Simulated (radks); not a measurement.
Task: The nitrogen ion N4+, [He] 2s1. All-electron calculation, non-relativistic Kohn-Sham, exchange-only PBE, spin-polarised, spherical densities, point nucleus. Program: a radial shooting solver on a logarithmic mesh with Libxc functionals. Every spin shell is full or empty, so the densities are truly spherical. Functionals are evaluated on that one density, not self-consistently. Rank these exchange functionals by their error against the exact value of the orbitals, and give that value: LDA, B88, revPBE, PW86, OPTX, WC, AM05, B86b, r2SCAN, MS2, Tao-Mo.

Result: Exact: -4.66343 hartree. From best to worst, with 100 (|E| - |E exact|)/|E exact| (equal figures are ties): revPBE +0.02, OPTX -0.16, r2SCAN -0.18, B88 -0.32, B86b -0.39, MS2 +0.42, PW86 +0.43, Tao-Mo +0.49, WC -3.31, AM05 -10.38, LDA -13.28.
